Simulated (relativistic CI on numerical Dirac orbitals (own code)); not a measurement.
**Hyperfine structure of Rb XXIV, mass number 87**

Computed by Dirac-Coulomb-Breit CI, separate exchange-only KLI orbitals for each configuration, model QED (radiative potential, 1s self-energy scaled to tabulated hydrogen-like ionisation energies), unscaled Slater integrals (own radial code, finite nucleus).

CI space (outside the closed core [Ne]): 3s2.3p2, 3s.3p3, 3s2.3p.3d, 3p4, 3s.3p2.3d, 3p3.3d, 3s.3p.3d2, 3s2.3d.4p, 3p3.4s, 3s2.3p.4s, 3s.3p.3d.4s, 3p3.4p, 3s2.3d2, 3s.3d3, 3p2.3d2, 3p.3d3, 3p.3d2.4s, 3s2.3d.4s, 3s.3d2.4s, 3s.3p.3d.4p, 3s.3d2.4p, 3p.3d2.4p, 3s.3d.4s.4p. Double excitations out of closed p, d and f shells are left out; levels of such configurations are missing from the list, as are those of other unlisted configurations, and high levels can miss mixing partners.

Nuclear spin I = 3/2, μ = 2.75129 μN, Q = 0.1335 b (tables of Stone and Pyykkö). The electronic factors are computed for point nuclear moments, without core polarisation or the Bohr-Weisskopf and QED corrections.

```tsv
Level	E (cm⁻¹)	A (GHz)	B (GHz)
3s2.3p2 3P_1	79118	-3.426	2.25
3s2.3p2 3P_2	108038	66.62	0.942
3s2.3p2 1D_2	211572	40.02	3.56
3s.3p3 5S°_2	497207	160.5	0.633
3s.3p3 3D°_1	610697	-76.88	3.44
3s.3p3 3D°_2	622372	108.6	4.99
3s.3p3 3D°_3	653173	141.7	-0.551
3s.3p3 3P°_1	729777	165.2	-3.65
```

Levels with J = 0, under 50 % of one LS term, or S terms without an open s electron are left out. Small factors come from cancelling terms and can be off by tens of per cent or more.

At this charge energies of transitions that change n are usually good to better than 1 %, and those within a shell (Δn = 0) to a few per cent.

Task: Give the hyperfine levels of 3s2.3p2 3P_2 relative to its centre of gravity.

Result: With K = F(F + 1) − I(I + 1) − J(J + 1), E = AK/2 + B[¾K(K + 1) − I(I + 1)J(J + 1)]/[2I(2I − 1)J(2J − 1)]: F = 1/2: -299, F = 3/2: -199.9, F = 5/2: -33.9, F = 7/2: 200.1 GHz.

LS names give the leading component of a level, which can be under half, so a name can repeat, a term be missing and a line seem to break the LS rules.
